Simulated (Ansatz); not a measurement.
How methods differ on GaHCl2O (SMILES [OH][Ga]([Cl])[Cl])

GaHCl2O: 5 atoms, total charge 0, spin state singlet. SMILES: `[OH][Ga]([Cl])[Cl]`. The shape was relaxed beforehand at PBE0/def2-SVP.

Quantity: the adiabatic electron affinity (to the doublet anion, shapes relaxed at PBE0/def2-SVP, no zero-point term), in eV. The values are calculated.

The electron affinity is E(neutral) − E(anion): positive where the electron is bound.

```
           level                    kind  program  value (eV)  CPU time (all runs)
     HF/def2-SVP            Hartree–Fock   Ansatz        0.75                5.3 s
  SVWN5/def2-SVP                     LDA   Ansatz        0.96                4.6 s
    PBE/def2-SVP                     GGA   Ansatz        1.07                8.5 s
 r2SCAN/def2-SVP                meta-GGA   Ansatz        1.21                 24 s
  B3LYP/def2-SVP           global hybrid   Ansatz        1.14                 14 s
PBE0-D4/def2-SVP           global hybrid   Ansatz        1.12                 14 s
wB97M-V/def2-SVP  range-separated hybrid   Ansatz        1.01                 60 s
    MP2/def2-SVP     perturbation theory   Ansatz        0.61                6.1 s
```

All-electron rows without a relativistic Hamiltonian named are non-relativistic. The values span 0.61 to 1.21 eV. In the correlated wave-function rows the outer d shell of Ga is correlated, in sets not made for it. CPU times are rough (shared hosts, several kinds of processor): they show what a rung costs within a factor of a few.
